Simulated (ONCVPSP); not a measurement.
**Potentials for silver compared**

Generated with ld1.x 7.5 (TM, RRKJ, ultrasoft, PAW), atompaw 4.2 or ONCVPSP 4.0.1. The cutoff is in Ry: for ld1.x and atompaw files where the sum of valence levels is converged to 10 mRy in a Bessel basis, for ONCV files where the hardest occupied wave has 1 mHa per electron of residual kinetic energy. The error is the largest all-electron minus pseudo excitation energy over each file’s own four to seven test configurations (ionisations up to +4, promotions, holes and added fractions of an electron), all of which were solved. The labels leave out finer settings (local radius, basis sizes, second energies), which also bear on the numbers. Spin-polarised tests are not counted. The rows are a selection from randomly drawn settings: files with unsolved tests, undetermined cutoffs or missed reference levels are left out.

A true bound ghost makes a file unfit for plane-wave use even where its test errors are small: the radial tests pick states by their node count and pass the ghost by.

```csv
potential,cutoff (Ry),largest error (meV),bound ghosts
"ONCV, PBE, scalar-relativistic, rc 1.20/1.20/1.30 (spd), local smoothed, core correction yes, reference 4s2 4p6 4d9, qcut 8.7/10.7/8.4, projectors 3/2/1",94,+4.2,none
"ONCV, PBEsol, scalar-relativistic, rc 1.55/1.60/1.70 (spd), local smoothed, core correction no, reference 4s2 4p6 4d10, qcut 7.5/9.8/8.1, projectors 2/1/2",52,+17,none
"ONCV, LDA (Perdew-Wang 92), scalar-relativistic, rc 2.65/2.05/1.20 (spd), local smoothed, core correction yes, reference 4d10 5s1, qcut 2.7/4.7/7.7, projectors 3/3/2",72,-286,"s, p"
"ONCV, PBE, fully relativistic, rc 2.50/2.25/2.00 (spd), local smoothed, core correction yes, reference 4d10 5s1, qcut 2.1/3.9/6.6, projectors 2/1/1",38,-140,none
"ONCV, PBE, fully relativistic, rc 2.70/2.30/1.80/2.35 (spdf), local smoothed, core correction no, reference 4d10 5s0.5, qcut 2/3.9/8.9/4.2, projectors 3/2/2/2",54,-32,p3/2
```

(1) Fill in the row for Ag: ONCV, PBE, scalar-relativistic, rc 1.00/1.10/1.10 (spd), local smoothed, core correction yes, reference 4s2 4p6 4d9, qcut 8.4/8.9/9.4, projectors 2/2/2.

(2) Fill in the row for Ag: ONCV, PBE, scalar-relativistic, rc 1.50/1.15/2.00 (spd), local smoothed, core correction yes, reference 4s2 4p6 4d10 5s1, qcut 8.3/7.1/7.3, projectors 2/2/2.

Results:

(1) cutoff 106 Ry, largest error -44 meV, bound ghosts: none.

(2) cutoff 90 Ry, largest error -137 meV, bound ghosts: none.
